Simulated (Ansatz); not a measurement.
`[OH][In]([OH])[OH]` and `[OH][Al]([OH])[OH]` differ in one element.

Ansatz, PBE0-D4/def2-TZVP geometries, multiplicity 1. Each molecule was computed in one conformer, which needn't be the lowest.

Elements past krypton have def2 core potentials.

```csv
property,`[OH][In]([OH])[OH]`
LUMO energy (PBE/def2-TZVPP) / eV,-2.81
size of the dipole moment (PBE/def2-TZVPP) / D,0.00
LUMO energy (PBE0/def2-TZVPP) / eV,-1.89
size of the dipole moment (ωB97M-V/def2-TZVPP) / D,0.00
HOMO–LUMO gap (B3LYP/def2-TZVPP) / eV,6.14
HOMO energy (ωB97M-V/def2-TZVPP) / eV,-11.17
```

Question: What does the change do to each property? (Best estimate.)

Answer: Computed: 
| property | `[OH][Al]([OH])[OH]` | shift |
| --- | --- | --- |
| LUMO energy (PBE/def2-TZVPP) / eV | -1.30 | 1.51 |
| size of the dipole moment (PBE/def2-TZVPP) / D | 0.00 | 0.00 |
| LUMO energy (PBE0/def2-TZVPP) / eV | -0.44 | 1.45 |
| size of the dipole moment (ωB97M-V/def2-TZVPP) / D | 0.00 | 0.00 |
| HOMO–LUMO gap (B3LYP/def2-TZVPP) / eV | 7.96 | 1.82 |
| HOMO energy (ωB97M-V/def2-TZVPP) / eV | -11.53 | -0.36 |

With PBE0 the HOMO falls by 0.35 eV and the LUMO rises by 1.45 eV, so the gap widens by about 1.80 eV. PBE moves the HOMO by -0.33 eV and ωB97M-V by -0.36 eV.

B3LYP here is the variant with VWN-RPA as its local correlation; programs differ in this.
